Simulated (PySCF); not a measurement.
**Excitation energy of Ti²⁺ by level of theory**

Ti²⁺ [Ar] 3d2 (3F) → Ti²⁺ [Ar] 3d1 4s1 (3D), as a difference of total energies. Computed with PySCF 2.14 in x2c-QZVPPall with one added diffuse shell each of s, p, d, f, g type (12s8p6d4f3g, 121 functions), with scalar relativity by spin-free X2C-1e. Correlated levels: valence: [Ar] frozen; valence and next inner shell: [Ne] frozen. The calculations carry no spin-orbit coupling.

```csv
method,excitation energy (eV)
UHF,4.568
LDA,4.799
PBE,4.886
PBE0,4.961
r2SCAN,5.202
M06,4.927
PBEsol,4.906
LC-wPBE,5.227
MP2 (valence),4.609
SCS-MP2 (valence),4.582
MP2 (valence and next inner shell),4.505
SCS-MP2 (valence and next inner shell),4.547
```

Question: How much does correlation contribute at MP2 (valence and next inner shell)?

Answer: 4.505 − (4.568) = -0.063 eV, measured against UHF.

A first-order spin-orbit estimate (lowest level to lowest level, LS coupling) adds 0.005 eV.
